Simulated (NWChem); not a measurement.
Species: C3H7BeCl; SMILES C[CH](C)[Be][Cl]

```xyz
12

Be     0.0028     0.5122    -0.1837
Cl     0.0064     2.3222     0.0172
C     -0.0002    -1.1602    -0.3882
C     -1.2689    -1.8252     0.1616
C      1.2644    -1.8296     0.1658
H      0.0014    -1.3082    -1.4888
H     -1.2787    -2.9103    -0.0477
H     -1.3459    -1.7133     1.2564
H     -2.1895    -1.4034    -0.2737
H      2.1878    -1.4116    -0.2669
H      1.2707    -2.9149    -0.0428
H      1.3386    -1.7174     1.2608
```
Atoms are numbered in this order, from 1.

Level: PBE0/def2-SVP (NWChem), optimised geometry, unscaled harmonic frequencies. 

Question: List the harmonic frequencies with IR intensities, and the thermochemistry.

Answer: 
| frequency (cm⁻¹) | IR intensity (km/mol) |
|---|---|
| 88 | 1.2 |
| 120 | 2.8 |
| 236 | 0.0 |
| 259 | 0.3 |
| 296 | 6.4 |
| 389 | 45.0 |
| 407 | 20.6 |
| 483 | 23.8 |
| 889 | 3.2 |
| 914 | 3.6 |
| 963 | 16.4 |
| 984 | 0.2 |
| 1072 | 161.4 |
| 1099 | 5.8 |
| 1184 | 9.6 |
| 1277 | 61.4 |
| 1304 | 0.0 |
| 1382 | 0.3 |
| 1400 | 1.1 |
| 1455 | 0.8 |
| 1473 | 7.1 |
| 1474 | 17.7 |
| 1483 | 6.5 |
| 2998 | 18.0 |
| 3025 | 37.8 |
| 3025 | 36.4 |
| 3106 | 44.8 |
| 3107 | 3.5 |
| 3129 | 14.5 |
| 3129 | 30.3 |

```
Quantity                                                                           Result
-----------------------------------------------------------------------  ----------------
zero-point energy                                                           60.2 kcal/mol
thermal correction to the enthalpy at 298.15 K (with zero-point energy)     65.1 kcal/mol
heat capacity Cv                                                         22.8 cal/(mol K)
entropy at 298.15 K and 1 atm (symmetry number 1)                        81.8 cal/(mol K)
dipole moment                                                                      1.16 D
```

Rigid rotor and harmonic oscillator; modes under 100 cm⁻¹ make the entropy uncertain.
